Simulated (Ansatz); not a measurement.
`ClB(Cl)B1CN1` + H₂S → `SB(Cl)Cl` + `B1CN1` at 600 K and 1 bar (cleavage of the B–B bond).

Computed with Ansatz on PBE0-D4/def2-TZVP structures; ΔE is electronic, products minus reactants. CBS: MP2 limit from def2 TZ/QZ plus the TZ coupled-cluster correction, frozen cores. This one scheme is used for every species. One conformer a species, not always the lowest.

| species | CCSD(T)/CBS energy (Eh) | H − E (kJ/mol) | S (J/(mol·K)) |
| --- | --- | --- | --- |
| `ClB(Cl)B1CN1` | -1063.75794 | 198.0 | 455.6 |
| H₂S | -398.97279 | 60.8 | 230.9 |
| `SB(Cl)Cl` | -1342.83724 | 83.5 | 367.2 |
| `B1CN1` | -119.91915 | 176.3 | 306.2 |

H − E and S are ideal-gas, rigid-rotor, harmonic terms from PBE0-D4/def2-TZVP, for one conformer and one mirror image of each species. 1 Eh = 2625.50 kJ/mol, R = 8.31446 J/(mol·K).

Task: By hand: ΔE, ΔH, ΔS and ΔG.

Result: ΔE = (-1342.83724) + (-119.91915) − (-1063.75794) − (-398.97279) = -0.02566 Eh = -67.4 kJ/mol. Δ(H − E) = 83.5 + 176.3 − 198.0 − 60.8 = 1.0, so ΔH = -66.4 kJ/mol. ΔS = 367.2 + 306.2 − 455.6 − 230.9 = -13.1 J/(mol·K). ΔG = -66.4 − 600 × (-13.1)/1000 = -58.5 kJ/mol.

Task: By hand: the equilibrium constant, and the temperature at which ΔG would vanish if ΔH and ΔS stayed fixed.

Result: log₁₀ K = −ΔG/(RT ln 10) = 5.1. ΔG = 0 at ΔH/ΔS = 5069 K, far beyond where these terms or the molecules hold.

The number of gas molecules stays the same, so ΔS is small and ΔH decides. A doubt of 5 kJ/mol in ΔE shifts log₁₀ K by 0.4 here. Other conformers and mirror images would add mixing entropy, several J/(mol·K) or more a flexible species. Modes under 60 cm⁻¹, often nearly free rotors, make the harmonic entropy too high. These are equilibria of isolated gas molecules and say nothing of rates. Largest T1 diagnostic: 0.014 (customary marks: 0.02 for closed shells, 0.045 for open ones).
